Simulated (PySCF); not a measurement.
C11H10O2, SMILES COc1ccccc1-c1ccco1 (GFN2-xTB optimised geometry):

```
23

C     -1.876    -3.344     0.025
O     -1.485    -1.993     0.010
C     -0.156    -1.692     0.004
C      0.848    -2.652     0.003
C      2.183    -2.284    -0.001
C      2.536    -0.947    -0.005
C      1.547     0.016    -0.004
C      0.195    -0.326     0.000
C     -0.797     0.734     0.000
C     -2.171     0.734     0.000
C     -2.572     2.088     0.000
C     -1.425     2.819     0.000
O     -0.351     2.016     0.000
H     -1.514    -3.860     0.921
H     -1.530    -3.876    -0.867
H     -2.965    -3.333     0.035
H      0.600    -3.701     0.006
H      2.944    -3.050    -0.002
H      3.575    -0.656    -0.008
H      1.810     1.062    -0.007
H     -2.809    -0.123     0.000
H     -3.575     2.462     0.000
H     -1.246     3.876     0.000
```

Calculation: PySCF 2.14.0 with PBE/def2-SVP.

Q: What are the frontier orbital energies and the dipole moment?

A: HOMO-2 -6.61 eV, HOMO-1 -5.62 eV, HOMO -4.76 eV, LUMO -1.47 eV, LUMO+1 -0.57 eV; dipole moment 1.80 D.

Meta-Löwdin charges at PBE/def2-SVP: C1 -0.10, O2 -0.30, C3 0.19, C4 -0.17, C5 -0.10, C6 -0.12, C7 -0.11, C8 -0.03, C9 0.15, C10 -0.17, C11 -0.17, C12 0.03, O13 -0.21, H14 0.10, H15 0.10, H16 0.12, H17 0.11, H18 0.11, H19 0.11, H20 0.12, H21 0.13, H22 0.12, H23 0.12.
